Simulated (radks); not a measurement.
Correlation energies from several functionals, in hartree. Species: Ba [Xe] 6s2; Ne [Ne]; Ba+ [Xe] 6s1. All-electron calculation, non-relativistic Kohn-Sham, exchange-only LDA, spin-polarised, spherical densities, point nucleus. Program: a radial shooting solver on a logarithmic mesh with Libxc functionals. Every spin shell is full or empty, so the densities are truly spherical. Functionals are evaluated on that one density, not self-consistently.

functional       Ba        Ne      Ba+
PW92        -5.3535  -0.73854  -5.3180
PZ          -5.3546  -0.73593  -5.3186
Wigner      -2.9685  -0.51439  -2.9133
Chachiyo    -5.2853  -0.72302  -5.2507
PBEsol      -3.3996  -0.40698  -3.3733
LYP         -2.8313  -0.38242  -2.8071
PW91        -3.2455  -0.37681  -3.2231
OP (B88)    -2.7443  -0.37635  -2.7260
TPSS        -3.0078  -0.34881  -2.9834
revTPSS     -3.0460  -0.35976  -3.0183
SCAN        -3.0160  -0.34356  -2.9873
B95         -3.6849  -0.38630  -3.6634
Tao-Mo      -2.9067  -0.30963  -2.8859
